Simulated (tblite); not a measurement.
Compound: C9H7 (doublet state).
SMILES with atom numbers: `[CH:1]#[C:2][c:3]1[c:4][c:5]([CH3:6])[cH:7][cH:8][cH:9]1` (hydrogens: H10 on C1; H11, H12, H13 on C6; H14 on C7; H15 on C8; H16 on C9)

Computed geometry: GFN2-xTB, gas phase. This method treats the open shell by occupation alone, without spin polarisation.

(1) What internal coordinates does the optimisation give?

Answers

(1) 
```tsv
bond	length (bohr)
C1≡C2	2.268
C2–C3	2.673
C3–C4	2.593
C4–C5	2.579
C5–C6	2.832
C5–C7	2.645
C7–C8	2.615
C8–C9	2.609
C3–C9	2.655
C1–H10	1.982
C6–H11, C6–H12, C6–H13	2.057
C7–H14	2.043
C8–H15	2.043
C9–H16	2.042
```

Bonds in one row agree within 0.02 bohr and their mean is given. A selection of angles:
```tsv
angle	degrees
C1–C2–C3	179.7
C2–C3–C4	122.9
C2–C3–C9	120.4
C4–C3–C9	116.7
C3–C4–C5	125.9
C4–C5–C6	122.9
C4–C5–C7	116.1
C6–C5–C7	121.0
C5–C7–C8	120.5
C7–C8–C9	121.1
C3–C9–C8	119.6
```

Of the pairs four or more bonds apart, H11···H14 is among the closest relative to their van der Waals radii: 2.52 Å, 105 % of the sum of Bondi's values. C7 (carbon bonded to 2 C and H) is planar (angles 120.5°, 120.5° and 118.9°, sum 360.0°, 0.00 Å off the plane of its three neighbours). C9 (carbon bonded to 2 C and H) is planar (angles 121.3°, 119.6° and 119.1°, sum 360.0°, 0.00 Å off the plane of its three neighbours). C3 (carbon bonded to 3 C) is planar (angles 122.9°, 120.4° and 116.7°, sum 360.0°, 0.00 Å off the plane of its three neighbours). The 9 heavy atoms lie in one plane (0.003 Å rms). C5 (carbon bonded to 3 C) is planar (angles 122.9°, 121.0° and 116.1°, sum 360.0°, 0.01 Å off the plane of its three neighbours). The C–C distances run from 1.200 Å (C1≡C2, drawn triple) to 1.498 Å (C5–C6, drawn single), a spread of 0.298 Å.

GFN2-xTB frequencies show an imaginary mode (40i cm⁻¹), so the point is no minimum at that level.

On INTEL XEON PLATINUM 8581C at 2.30 GHz, one thread, no GPU, shared host, this took 0.18 s of wall time. This is the geometry optimisation.
